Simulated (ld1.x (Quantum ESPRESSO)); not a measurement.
## Sn (Z = 50): excitation energies, all-electron against TM

Sn (Z = 50), norm-conserving Troullier–Martins (Kleinman–Bylander form), made with ld1.x (Quantum ESPRESSO) 7.5 (LDA (PZ), fully relativistic). Core [Kr], reference 4d10 5s2 5p2. Waves: 5p (bound): rc 2.05 bohr; 4d (bound): rc 1.65 bohr; 5s (bound): rc 2.20 bohr. Local part: the s channel. Core correction: none.

Open shells are filled in proportion to 2j + 1 (rel_dist='average').

Energies are relative to the spin-unpolarised reference configuration 4d10 5s2 5p2; without spin polarisation the order of configurations can differ from experiment.

(1) Give the all-electron excitation energy and the error of the potential for: 4d10 5s2 5p1; 4d10 5s2 5p0; 4d10 5s1 5p0; 4d9 5s2 5p2; 4d10 5s1 5p3; 4d10 5s1 5p2; 4d10 5s0 5p4.

Levels in the configuration 4d10 5s1 5p3:

```tsv
level	all-electron (eV)	pseudo (eV)
4d j=3/2	-27.968	-27.985
4d j=5/2	-26.914	-26.931
5s j=1/2	-11.678	-11.676
5p j=1/2	-4.833	-4.830
5p j=3/2	-4.326	-4.323
```

Results:

(1)

| valence configuration | charge | ΔE all-electron (eV) | error AE − PS (meV) |
| --- | --- | --- | --- |
| 4d10 5s2 5p1 | +1 | 7.112 | +1.1 |
| 4d10 5s2 5p0 | +2 | 21.395 | +4.4 |
| 4d10 5s1 5p0 | +3 | 52.844 | +21 |
| 4d9 5s2 5p2 | +1 | 32.751 | -222 |
| 4d10 5s1 5p3 | 0 | 7.055 | +0.1 |
| 4d10 5s1 5p2 | +1 | 14.826 | +4.4 |
| 4d10 5s0 5p4 | 0 | 14.359 | 0.0 |
